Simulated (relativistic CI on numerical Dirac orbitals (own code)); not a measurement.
# L2,3 absorption of manganese in several valence states

Computed multiplet spectra 2p⁶3dⁿ → 2p⁵3dⁿ⁺¹ (Dirac-Coulomb-Breit ions, Slater integrals scaled by 0.7, an assumed crystal field that grows with the charge, no charge transfer; 300 K; Lorentzian 0.4 eV and Gaussian 0.3 eV FWHM at both edges, so that L2 comes out sharper than in experiment). Peaks over 5 % are given in eV from the highest peak in the L3 region of each spectrum (height, largest 100). S of the lowest state is read from ⟨S²⟩, and the branching ratio is the share of L3, cut at the minimum between the edges.

Field parameters in Wybourne normalisation: Oh B⁴₀ = 21Dq, B⁴₄ = √(5/14) B⁴₀. The field is a parameter set, without covalency.

- Mn2+ (d5, Oh, 10Dq = 18000 cm⁻¹): S = 2.50, high spin, branching ratio 0.76; peaks -2.2 (48), 0.0 (100), 1.0 (26), 8.7 (16), 9.9 (11), 10.9 (19), 11.9 (14)
- Mn3+ (d4, Oh, 10Dq = 23250 cm⁻¹): S = 1.02, low spin, branching ratio 0.65; peaks -3.0 (46), 0.0 (100), 0.5 (93), 1.3 (90), 10.1 (75), 12.1 (25)
- Mn4+ (d3, Oh, 10Dq = 28500 cm⁻¹): S = 1.50, branching ratio 0.60; peaks -3.8 (49), -1.7 (59), -0.5 (75), 0.0 (77), 0.9 (72), 3.8 (8), 4.6 (7), 6.9 (21), 7.9 (46), 8.9 (100), 10.0 (33), 11.4 (40)
- Mn5+ (d2, Oh, 10Dq = 33750 cm⁻¹): S = 1.00, branching ratio 0.60; peaks -7.0 (8), -6.4 (10), -4.5 (47), -3.2 (25), -2.0 (28), 0.0 (100), 0.6 (81), 3.3 (30), 4.1 (34), 5.9 (20), 7.0 (27), 7.6 (36), 8.7 (56), 10.3 (68), 11.2 (52), 12.9 (8)

The centroid of the whole edge, which also moves with the branching ratio, lies at 645.1 (Mn2+), 648.7 (Mn3+), 652.9 (Mn4+), 657.3 (Mn5+) eV in this ionic model, in steps of 3.6 to 4.4 eV. Compounds show about 1 to 2 eV a unit and lower energies for the high valences, since ligands screen the charge. The multiplet shape follows the d count and the spin state, and so serves as a fingerprint of valence.
